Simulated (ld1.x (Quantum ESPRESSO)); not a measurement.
## What the settings do to the RRKJ potential of magnesium

Base potential:

Mg (Z = 12), norm-conserving RRKJ (Kleinman–Bylander form), made with ld1.x (Quantum ESPRESSO) 7.5 (PW91, fully relativistic). Core [He], reference 2s2 2p6 3s1 3p1. Waves: 2p (bound): rc 0.60 bohr; 2s (bound): rc 0.80 bohr. Local part: the s channel. Core correction: a·sin(br)/r model core, default radius (core density twice the valence density).

Open shells are filled in proportion to 2j + 1 (rel_dist='average').

Occupied shells without a wave of their own: 3p, 3s. They enter only through the test configuration that unscreens the potential, and ld1.x also counts them in the model core charge.

Cutoffs, loose and tight: the cutoffs (Ry, on a coarse ladder) from which the occupation-weighted sum of valence levels, in a spherical-Bessel basis at the reference potential, stays within 10 and 1 mRy of its value at 400 Ry. They do not see the model core or the augmentation charge, which bear on the density cutoff. Test errors are all-electron minus pseudo excitation energies from the reference, over the configurations 2s2 2p6 3s2 3p0; 2s2 2p6 3s1 3p0; 2s2 2p6 3s0 3p0; 2s2 2p6 3s1.5 3p0; 2s1 2p6 3s2 3p0; 2s2 2p6 3s0 3p1; 2s2 2p5 3s2 3p0. A dash means not determined; rows that change the core or the reference have their own tests.

With those shells counted twice in exchange and correlation these files are broken, and their errors move erratically; no question is asked of them.

Cutoffs are not given where the Bessel-basis levels miss the radial ones by over 6 mRy, ghosts where they miss by over 20 mRy; a channel whose overlap is not positive is not tested.

| change | outcome | cutoff, loose | cutoff, tight | bound ghosts | largest test error (meV) |
| --- | --- | --- | --- | --- | --- |
| base | generated | over 300 Ry | over 300 Ry | none | -893 |
| wave 2p (bound): rc 0.60 bohr becomes 2p (bound): rc 0.38 bohr | generated | – | – | not determined | -896 |
| wave 2p (bound): rc 0.60 bohr becomes 2p (bound): rc 0.46 bohr | generated | – | – | none | -895 |
| wave 2p (bound): rc 0.60 bohr becomes 2p (bound): rc 0.50 bohr | generated | over 300 Ry | over 300 Ry | none | -895 |
| wave 2p (bound): rc 0.60 bohr becomes 2p (bound): rc 0.58 bohr | generated | over 300 Ry | over 300 Ry | none | -893 |
| wave 2p (bound): rc 0.60 bohr becomes 2p (bound): rc 0.64 bohr | generated | 300 Ry | over 300 Ry | none | -891 |
| wave 2p (bound): rc 0.60 bohr becomes 2p (bound): rc 0.70 bohr | generated | 260 Ry | 300 Ry | none | -889 |
| wave 2p (bound): rc 0.60 bohr becomes 2p (bound): rc 0.78 bohr | generated | 230 Ry | 300 Ry | none | -883 |
| wave 2p (bound): rc 0.60 bohr becomes 2p (bound): rc 0.84 bohr | generated | 200 Ry | 300 Ry | none | -876 |
| wave 2p (bound): rc 0.60 bohr becomes 2p (bound): rc 0.88 bohr | generated | 180 Ry | 260 Ry | none | -869 |

Reading the sweep of the p radius (base included, trends over the rows without a ghost): The loose cutoff falls from 300 Ry at 0.64 to 180 Ry at 0.88 bohr. A larger radius leaves more room for a smooth pseudo-wave, so fewer plane waves are needed; a smaller one forces it to follow the all-electron wave where it bends sharply. The median size of the test errors (rows with all tests solved) rises from 77.3 meV at 0.46 to 119.2 meV at 0.88 bohr. More of the atom is replaced by a form fitted at one configuration, so other configurations suffer as the radius grows.
